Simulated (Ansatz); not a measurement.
Reaction (formal loss of a carbene): `[CH3][In]([F])[Cl]` → `[CH2]` (triplet) + `[F][InH][Cl]`

Program: Ansatz. Geometries: PBE0-D4/def2-TZVP. ΔE: electronic, gas phase. CCSD(T)/CBS adds triple-zeta CCSD(T) − MP2 to the extrapolated MP2 energy (def2 sets, frozen cores). This one scheme is used for every species. DFT in def2-TZVPP. HSE06 is defined as in plane-wave codes. Triplets are unrestricted, without spin–orbit coupling. Elements past krypton have def2 core potentials. For In outer-core shells are correlated without core-valence functions, which leaves a few kJ/mol of doubt a bond.

```tsv
level	ΔE (kcal/mol)	difference from CCSD(T)/CBS
B97M-V	110.2	-3.2
r2SCANh-D4	106.4	-7.0
r2SCANh	106.1	-7.3
HSE06	110.6	-2.8
HF/def2-SVP	76.3	-37.1
CCSD/def2-SVP	104.3	-9.1
HF/def2-TZVPP	75.6	-37.8
CCSD/def2-TZVPP	107.4	-6.0
CCSD(T)/def2-TZVPP	110.3	-3.1
MP2/def2-QZVPP	116.5	3.1
CCSD(T)/CBS	113.4	0
```

Q: What do rigid-rotor, harmonic-oscillator terms from PBE0-D4/def2-TZVP frequencies (298.15 K, 1 bar) make of the CCSD(T)/CBS value? (Estimate.)

A: Computed: ΔZPE = -7.8 kcal/mol, ΔH = +106.6 kcal/mol, ΔS = 137 J/(mol·K), ΔG = +96.9 kcal/mol. Open shells count their whole term as degenerate. Modes under 50 cm⁻¹ make the entropy rough.

Largest T1 diagnostic among the species: 0.015.

At CCSD(T), def2-SVP lies −7.1 kcal/mol from the extrapolated value and def2-TZVPP −3.1 kcal/mol. In def2-TZVPP, CCSD(T) changes the Hartree–Fock value by +34.7 kcal/mol (the triples alone add +3.0 kcal/mol) and MP2 by +39.2 kcal/mol.
